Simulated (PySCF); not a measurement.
## Al (aluminium, neutral) across methods

[Ne] 3s1 3p2, high-spin 4P determinant (an excited configuration). Calculation: PySCF 2.14, in def2-TZVPPD (6s5p4d1f, 48 functions); no relativity, point nucleus.

```
method  E (hartree)  mean ε 2p β (eV)  mean ε 3s α (eV)  mean ε 3p α (eV)  Σ⟨r²⟩ (bohr²)   ⟨S²⟩
r2SCAN    -242.2142           -72.256            -9.526            -4.078          34.56  3.750
   LDA    -241.1766           -70.718            -9.214            -3.867          34.90  3.750
  BLYP    -242.2313           -70.590            -8.855            -3.559          34.66  3.750
 B3LYP    -242.2478           -74.512           -10.129            -4.438          34.58  3.750
   UHF   -241.78593           -88.310           -14.212            -7.127          35.06  3.750
 wB97X    -242.2191           -77.325           -13.003            -6.731          34.54  3.750
  PBE0    -242.1225           -75.258           -10.501            -4.757          34.51  3.750
   PBE    -242.0967           -70.551            -9.121            -3.858          34.56  3.750
revPBE    -242.1855           -70.499            -9.081            -3.847          34.50  3.750
```
